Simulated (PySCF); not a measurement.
## Dipole moment and polarisability of `C[Si@](O)(S)C[SiH3]`

C2H10OSSi2.
Structure used (GFN2-xTB), in Å, numbered top down from 1:
```xyz
16
C2H10OSSi2 angstrom
C     -1.863   -0.599    0.573
Si    -0.611    0.618   -0.160
O     -0.053    1.707    0.919
S     -1.725    1.687   -1.704
C      0.955   -0.180   -0.858
Si     1.989   -1.110    0.438
H     -1.448   -1.095    1.444
H     -2.779   -0.098    0.874
H     -2.134   -1.363   -0.147
H     -0.635    2.315    1.369
H     -0.724    2.473   -2.068
H      1.577    0.591   -1.312
H      0.681   -0.864   -1.661
H      3.131   -1.735   -0.237
H      2.466   -0.184    1.463
H      1.165   -2.153    1.055
```

Level: CAM-B3LYP/def2-SVPD (PySCF), static field, nuclei fixed, core orbitals frozen in the response. The polarisability tensor in these axes (au):

```
x   108.08 -11.44   6.09
y   -11.44 100.30  -9.49
z     6.09  -9.49  97.73
```

Question: Diagonalise the tensor; give its mean and Δα, where Δα² is half the sum of the squared differences of the eigenvalues.

Answer: Principal values 88.68, 96.33 and 121.10 au; mean 102.04 au = 15.12 Å³ = 16.82 × 10⁻⁴⁰ C²·m²/J; Δα = 29.35 au (29 % of the mean).

Question: What is the dipole moment, and where does it point?

Answer: (-0.02, -0.16, 0.76) D, 0.78 D in size, pointing from the negative to the positive side. Measured along this direction, the outermost atoms are H11 at the negative end and H7 at the positive end.

Question: Find the Langevin capture rate constant for H3O+ (19.018 u) meeting this molecule (137.999 u), k = 2.342 × 10⁻⁹ cm³/s × √(α in Å³ / reduced mass in u).

Answer: The reduced mass is 16.71 u, so k = 2.23 × 10⁻⁹ cm³/s. The formula leaves out the permanent dipole, which adds to the capture rate.

Question: Give the principal axes and the span of the nuclei along them.

Answer: Largest value along (0.70, -0.58, 0.42), where the nuclei span 6.00 Å; middle along (0.67, 0.33, -0.67), 4.59 Å; least along (0.25, 0.75, 0.62), 4.05 Å. The response follows the extents in order.

Question: What are the principal values of the traceless quadrupole moment, Θ = ½Σq(3rr − r²1), about the centre of nuclear charge?

Answer: -11.42, 4.14, 7.28 D·Å. The values depend on the origin, since the dipole doesn't vanish. The electronic extent ⟨r²⟩ about the same centre is 1392 bohr², a root-mean-square distance of 2.29 Å for the 74 electrons.

Question: Rayleigh depolarisation ratio (linearly polarised light, static tensor)?

Answer: ρ = 3Δα²/(45ᾱ² + 4Δα²) = 2584.7/(468513 + 3446.2) = 0.00548.

The structure is a single GFN2-xTB conformer in the gas phase; no vibrational or solvent corrections.
